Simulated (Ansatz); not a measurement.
The cluster Tl4H5⁻, 9 atoms. Hardware: 4 threads of Intel Xeon on a shared host.

In the def2 sets Tl takes a core potential; there is no spin–orbit coupling. Correlated methods freeze 16 core orbitals; core or outer-core shells of Tl are correlated, in sets that lack core-valence functions.

(1) How many basis functions does each of these Ansatz runs have, and roughly what does it cost? PBE0-D4/def2-TZVPD, charge -1 singlet, energy, from earlier orbitals; PBE-D4/def2-TZVPD, charge -1 singlet, energy and forces, from earlier orbitals; r2SCAN-D4/def2-TZVPD, charge -1 singlet, energy, from earlier orbitals; CCSD(T)/def2-SVPD, charge -1 singlet, energy, from earlier orbitals; B3LYP-D4/def2-SVPD, charge -1 singlet, relaxation, 22 steps; r2SCANh-D4/def2-TZVPD, charge -1 singlet, energy, from earlier orbitals; MP2/def2-TZVPD, charge -1 singlet, energy, from earlier orbitals; LDA (SPW92)/def2-TZVPD, charge -1 singlet, energy, from earlier orbitals; BLYP-D4/def2-TZVPD, charge -1 singlet, energy, from earlier orbitals.

## Answers

(1) Other jobs shared the machine, so times can vary by a factor of up to 3. A dash marks memory too small to be measured apart from the calling script's.

| run | functions | fitting or Cholesky vectors | wall time | peak host memory (GiB) |
| --- | --- | --- | --- | --- |
| LDA (SPW92)/def2-TZVPD, charge -1 singlet, energy, from earlier orbitals | 269 | 2007 | 9 s | – |
| BLYP-D4/def2-TZVPD, charge -1 singlet, energy, from earlier orbitals | 269 | 2007 | 14 s | – |
| PBE-D4/def2-TZVPD, charge -1 singlet, energy and forces, from earlier orbitals | 269 | 2007 | 15 s | – |
| r2SCAN-D4/def2-TZVPD, charge -1 singlet, energy, from earlier orbitals | 269 | 2007 | 20 s | 0.57 |
| PBE0-D4/def2-TZVPD, charge -1 singlet, energy, from earlier orbitals | 269 | 2347 | 23 s | 1.3 |
| r2SCANh-D4/def2-TZVPD, charge -1 singlet, energy, from earlier orbitals | 269 | 2007 | 27 s | 1.2 |
| MP2/def2-TZVPD, charge -1 singlet, energy, from earlier orbitals | 269 | 2440 | 33 s | 1.2 |
| CCSD(T)/def2-SVPD, charge -1 singlet, energy, from earlier orbitals | 168 | 2115 | 3.1 min | 2.4 |
| B3LYP-D4/def2-SVPD, charge -1 singlet, relaxation, 22 steps | 168 | 2220 | 5.6 min | 0.65 |
